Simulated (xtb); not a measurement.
C₆H₁₄Se, charge +1, sextet, geometry from GFN2-xTB of the parent state (a state made from the parent by changing its charge; the spin is typed, not shown lowest); GFN2-xTB (xtb).

xtb was given this input:
```
$ xtb mol.xyz --gfn 2 --chrg 1 --uhf 5 --json

# file mol.xyz
21

C      2.05950006     0.96665272     1.04727159
C      1.44517531    -0.37054547     0.65574128
C      2.46758403    -1.34118426     0.10240029
Se     0.04441518    -0.02053221    -0.72361935
C     -1.51012594     0.36898858     0.46844313
C     -2.40514996     1.39707461    -0.19241692
C     -2.22921737    -0.94588539     0.73780365
H      2.58308967     1.41798213     0.20661849
H      2.78445127     0.79367771     1.84087247
H      1.31577984     1.66891908     1.42087076
H      0.91010986    -0.80484702     1.50562594
H      2.00978398    -2.28611468    -0.18436482
H      3.21326434    -1.54659297     0.86811592
H      2.98442504    -0.92516663    -0.76042411
H     -1.07705426     0.76037927     1.39345625
H     -1.87239715     2.32595774    -0.38771140
H     -2.81554331     1.02380064    -1.12883350
H     -3.23953569     1.61951293     0.47011767
H     -1.57378561    -1.68727914     1.19245994
H     -2.65018171    -1.35768516    -0.17750418
H     -3.04911936    -0.75505345     1.42830057
```

Output, abridged:

```
   ID    Z sym.   atoms
    1    6 C      1-3, 5-7
    2   34 Se     4
    3    1 H      8-21

           -------------------------------------------------
          |                Calculation Setup                |
           -------------------------------------------------

           -------------------------------------------------
          |                 G F N 2 - x T B                 |
           -------------------------------------------------

          ...................................................
          :                      SETUP                      :
          :.................................................:
          :  # basis functions                  48          :
          :  # atomic orbitals                  47          :
          :  # shells                           29          :
          :  # electrons                        43          :
          :  max. iterations                   250          :
          :  Hamiltonian                  GFN2-xTB          :
          :  restarted?                      false          :
          :  GBSA solvation                  false          :
          :  PC potential                    false          :
          :  electronic temp.          300.0000000     K    :
          :  accuracy                    1.0000000          :
          :  -> integral cutoff          0.2500000E+02      :
          :  -> integral neglect         0.1000000E-07      :
          :  -> SCF convergence          0.1000000E-05 Eh   :
          :  -> wf. convergence          0.1000000E-03 e    :
          :  Broyden damping             0.4000000          :
          :  net charge                          1          :
          :  unpaired electrons                  5          :
          ...................................................

 iter      E             dE          RMSdq      gap      omega  full diag
   1    -22.5240089 -0.225240E+02  0.386E+00    5.60       0.0  T
   2    -22.5513128 -0.273039E-01  0.198E+00    5.74       1.0  T
   3    -22.5514831 -0.170344E-03  0.766E-01    5.56       1.0  T
   4    -22.5543517 -0.286862E-02  0.428E-01    5.64       1.0  T
   5    -22.5552195 -0.867803E-03  0.209E-01    5.59       1.0  T
   6    -22.5552899 -0.703585E-04  0.975E-02    5.58       1.0  T
   7    -22.5553112 -0.213264E-04  0.244E-02    5.58       1.0  T
   8    -22.5553150 -0.379488E-05  0.147E-02    5.58       1.5  T
   9    -22.5553149  0.731479E-07  0.564E-03    5.58       3.9  T
[...]
         :: total energy             -22.252570098846 Eh    ::
[...]
 ---------------------------------------------------------------------------
     1   6 C    3.979 --     2 C    1.045    10 H    0.965     8 H    0.938
                             9 H    0.878
     2   6 C    3.649 --     3 C    1.052     1 C    1.045    11 H    0.887
                             4 Se   0.518
     3   6 C    3.956 --     2 C    1.052    12 H    0.963    14 H    0.935
                            13 H    0.854
     4  34 Se   1.743 --     2 C    0.518     5 C    0.517
     5   6 C    3.648 --     6 C    1.052     7 C    1.045    15 H    0.887
                             4 Se   0.517
     6   6 C    3.956 --     5 C    1.052    16 H    0.963    17 H    0.934
                            18 H    0.855
     7   6 C    3.979 --     5 C    1.045    19 H    0.965    20 H    0.938
                            21 H    0.876
     8   1 H    0.987 --     1 C    0.938
     9   1 H    0.972 --     1 C    0.878
    10   1 H    0.994 --     1 C    0.965
    11   1 H    0.986 --     2 C    0.887
    12   1 H    0.991 --     3 C    0.963
    13   1 H    0.959 --     3 C    0.854
    14   1 H    0.985 --     3 C    0.935
    15   1 H    0.986 --     5 C    0.887
    16   1 H    0.991 --     6 C    0.963
    17   1 H    0.985 --     6 C    0.934
    18   1 H    0.960 --     6 C    0.855
    19   1 H    0.994 --     7 C    0.965
    20   1 H    0.987 --     7 C    0.938
    21   1 H    0.971 --     7 C    0.876
 ---------------------------------------------------------------------------

Topologies differ in total number of bonds
Writing topology from bond orders to xtbtopo.mol

molecular dipole:
                 x           y           z       tot (Debye)
 q only:       -0.063       0.024       1.028
   full:       -0.106       0.034       1.799       4.581
molecular quadrupole (traceless):
                xx          xy          yy          xz          yz          zz
 q only:       18.056      -5.191      -6.877       1.838      -0.257     -11.179
  q+dip:       18.941      -5.015      -6.886       1.954      -0.331     -12.056
   full:       19.237      -5.287      -7.195       1.967      -0.322     -12.042

           -------------------------------------------------
          | TOTAL ENERGY              -22.252570098846 Eh   |
          | GRADIENT NORM               0.312097033455 Eh/α |
          | HOMO-LUMO GAP               5.577654822494 eV   |
           -------------------------------------------------

normal termination of xtb
```
